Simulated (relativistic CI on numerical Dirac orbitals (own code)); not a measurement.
**Pt²⁺: O2,3 absorption edge**

Computed with this model: Dirac-Coulomb-Breit CI, orbitals from a KLI potential per configuration, model QED (radiative potential, 1s self-energy scaled to tabulated hydrogen-like ionisation energies), valence Slater integrals scaled by 0.7, multiplet model of core-to-valence dipole absorption; configurations [Xe] 4f14 5d8 → [Kr] 4d10 4f14 5s2 5p5 5d9; 10 K; Lorentzian 1.5 eV and Gaussian 0.3 eV FWHM. Energies are those of the free ion, without screening or charge transfer. The branching ratio is the share of the lower-energy edge in the whole absorption, uncertain by about 0.02 where the edges overlap. S is read from ⟨S²⟩ = S(S + 1).

Field parameters in Wybourne normalisation: D3d B²₀ = −7Dσ, B⁴₀ = −14Dq − 21Dτ, B⁴₃ = −14√(10/7) Dq; D4h B²₀ = −7Ds, B⁴₀ = 21(Dq − Dt), B⁴₄ = 21√(5/14) Dq; Oh B⁴₀ = 21Dq, B⁴₄ = √(5/14) B⁴₀; Td as Oh with Dq negative (B⁴₀ = 21Dq, B⁴₄ = √(5/14) B⁴₀). The field is a parameter set, without covalency.

Computed curve for D4h, 10Dq = 27600, Ds = -1100, Dt = 970 cm⁻¹, scaled to 100 at the maximum (points under 2 are left out and the grid is thinned):

| Energy (eV) | Intensity |
| --- | --- |
| 47.50 | 2.1 |
| 48.00 | 2.5 |
| 48.75 | 3.2 |
| 49.25 | 4.0 |
| 49.75 | 5.0 |
| 50.50 | 7.3 |
| 51.00 | 10.1 |
| 51.50 | 14.7 |
| 52.25 | 30.6 |
| 52.75 | 54.7 |
| 53.25 | 85.9 |
| 54.00 | 97.1 |
| 54.50 | 78.2 |
| 55.00 | 51.9 |
| 55.75 | 34.8 |
| 56.25 | 30.7 |
| 56.75 | 29.9 |
| 57.50 | 27.5 |
| 58.00 | 19.8 |
| 58.50 | 15.2 |
| 59.25 | 13.4 |
| 59.75 | 10.3 |
| 60.25 | 7.3 |
| 61.00 | 4.3 |
| 61.50 | 3.3 |
| 62.00 | 2.7 |
| 62.75 | 2.2 |
| 66.50 | 2.0 |
| 67.00 | 2.5 |
| 67.75 | 4.0 |
| 68.25 | 6.4 |
| 68.75 | 11.1 |
| 69.50 | 14.9 |
| 70.00 | 12.5 |
| 70.50 | 13.7 |
| 71.25 | 12.9 |
| 71.75 | 8.2 |
| 72.25 | 5.1 |
| 73.00 | 2.8 |
| 73.50 | 2.0 |

The ground state has S = 0.99, and the centroid lies at 56.78 eV.
